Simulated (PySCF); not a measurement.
Molecule: SMILES C=C(F)/C(Cl)=C\C, C$_{5}$H$_{6}$ClF.

Cartesian coordinates in Å; atom numbers follow the order of the lines, from 1:
```xyz
13

C     2.448   -0.292    0.276
C     1.137   -0.327    0.072
F     0.593   -1.482   -0.384
C     0.172    0.743    0.282
Cl    0.875    2.210    0.895
C    -1.146    0.718    0.063
C    -1.941   -0.432   -0.457
H     3.051   -1.160    0.082
H     2.934    0.593    0.635
H    -1.699    1.620    0.285
H    -1.894   -1.276    0.230
H    -2.980   -0.141   -0.582
H    -1.554   -0.775   -1.414
```

Frames of a GFN2-xTB Langevin trajectory at 300 K; GIAO PBE0/pcSseg-1 shieldings in PySCF 2.14, gas phase, non-relativistic; equivalent atoms averaged within each frame.

Shifts are taken against calculated references (same method and geometry level): ¹³C (σref 186.93) and ¹H (σref 31.72) against TMS; CFCl3 for ¹⁹F (σref 170.95); ³⁵Cl (σref 949.78) vs HCl. The references are static minima.

How do the shifts (ppm) fluctuate along the trajectory?

Answers


```csv
time (fs),C2,C6,C4,C1,C7,F3,Cl5,H10,H9,H8
250,175.4,134.7,128.3,109.6,18.0,-105.9,235,6.78,6.13,5.99
425,163.5,143.6,126.0,101.6,15.1,-121.8,208,7.16,6.05,5.12
625,165.2,126.6,133.1,101.0,23.6,-103.4,306,5.23,5.62,5.07
800,168.8,144.9,132.0,95.5,20.9,-95.4,257,6.09,4.85,4.74
1000,166.5,147.2,139.0,102.8,14.7,-117.9,256,6.77,5.17,5.98
mean of frames,167.9,139.4,131.7,102.1,18.5,-108.9,252,6.40,5.56,5.38
standard deviation,4.6,8.6,5.0,5.0,3.8,10.8,36,0.76,0.56,0.57
```

5 frames give an uncertainty of the mean of about the standard deviation over 2.2 at best, since frames this close in time may not be independent; classical motion lacks zero-point vibration, and the reference would need the same averaging.
